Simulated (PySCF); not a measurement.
# [La(H2O)2]3+ relaxed at several levels

Computed with PySCF 2.14.0, def2-SVP on the ligands, density fitting, scalar-relativistic core potentials, no spin-orbit coupling, vacuum. Each row is relaxed at its own level from the same template. Distances are means of the shortest metal–ligand contacts, charges and spins Mulliken's; removal energies are rigid, with the ligand's formal charge and no counterpoise, so too large; for an anion taken off a cation in vacuum most of it is the attraction of opposite charges, and multiply charged cations can part far more cheaply with an electron moved from ligand to metal. lcecp potentials hold a fixed number of 4f electrons in the core, out of states, spins and gaps.

| level | basis on the metal | point group | M–H2O (Å) | charge on M (e) | HOMO–LUMO gap (eV) | removal of one H2O (eV) | strongest infrared band, degenerate modes summed (cm⁻¹) | unstable modes (below −25 cm⁻¹) |
| --- | --- | --- | --- | --- | --- | --- | --- | --- |
| PBE0 | lcecp-1-SVP with ECP46 | C1 | 2.365 | 2.32 | – | 3.86 | – | 1 (soft) |
| PBE0 | def2-SVP with ECP46 | C1 | 2.370 | 2.27 | 7.70 | 3.86 | 3543 | 0 |

Q: What does the calculation give for B3LYP, def2-SVP with ECP46?

A: point group: Cs, M–H2O (Å): 2.385, charge on M (e): 2.26, HOMO–LUMO gap (eV): 6.99, removal of one H2O (eV): 3.86, strongest infrared band, degenerate modes summed (cm⁻¹): 3491, unstable modes (below −25 cm⁻¹): 0 (lowest -17 cm⁻¹, within noise).
```xyz
7

La   -0.8697   -0.8697   -0.0227
O     0.1020    0.1017    1.9235
H     0.8020    0.8016    1.9945
H    -0.1028   -0.1034    2.8737
O     0.1553    0.1557   -1.9187
H     0.9570   -0.1400   -2.4253
H    -0.1404    0.9574   -2.4251
```

Members with unstable modes aren't minima as they stand: saddle points kept by symmetry or, where the modes are soft, flat surfaces and noise. Moved off a saddle point of the template and relaxed again: PBE0, B3LYP, PBE0. One start shape was tried for each, so a minimum needn't be the lowest isomer.
